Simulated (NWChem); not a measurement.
System: C₅H₄N, doublet; SMILES c1cncc[c]1

The following NWChem deck was run.

```
start job
memory heap 200 mb stack 900 mb global 1100 mb
geometry units angstroms noautoz
  C      0.000000     0.000000     1.399432
  C      1.217209     0.000000     0.745891
  C      1.148259     0.000000    -0.670871
  N      0.000000     0.000000    -1.356172
  C     -1.148259     0.000000    -0.670871
  C     -1.217209     0.000000     0.745891
  H      2.192734     0.000000     1.257150
  H      2.084622     0.000000    -1.259403
  H     -2.084622     0.000000    -1.259403
  H     -2.192734     0.000000     1.257150
end
basis spherical
  * library 6-31g*
end
dft
  odft
  mult 2
  xc xpbe96 cpbe96
  iterations 150
  mulliken
end
task dft energy
```

In the optimisation the excess spin sits in a1 (C2v, its own frame). The geometry was optimised at PBE-D3(BJ)/def2-SVP, spin-unrestricted. No frequency run checked for a minimum. No stability test was run on the SCF state.

Predict the main results of this run. (PBE/6-31G* (spherical d), spin-unrestricted.) Quantities: energy (Ha); highest occupied level (eV); lowest empty minus highest occupied level, either spin (eV); dipole (D); <S²>.


| Property | Value |
|---|---|
| energy (Ha) | -247.28 |
| highest occupied level (eV) | -5.17 |
| lowest empty minus highest occupied level, either spin (eV) | 1.87 |
| dipole (D) | 0.93 |
| <S²> | 0.755 |
